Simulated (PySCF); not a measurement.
ZnF2, SMILES [F][Zn][F].

Coordinates come from a B3LYP-D3(BJ)/def2-TZVP optimisation. The isomer is the one that the SMILES or the coordinates give; other isomers of the formula were not compared.

These are PBE/def2-TZVPD (PySCF) values and carry that method's errors.

The molecule is in vacuum.

| Quantity | Value |
|---|---|
| total energy | -1978.78129 hartree |
| point group | D∞h |
| highest occupied level | -8.65 eV |
| lowest empty level | -3.06 eV |
| orbital gap | 5.58 eV |
| dipole moment | 0.000 e·Å |
| quadrupole, principal values (traceless, Buckingham form, about the centre of nuclear charge) | -12.51, 6.26, 6.26 D·Å |
| mean static polarisability | 23.6 bohr³ (3.49 Å³) |
| polarisability, principal values | 19.9, 19.9, 31.0 bohr³ |
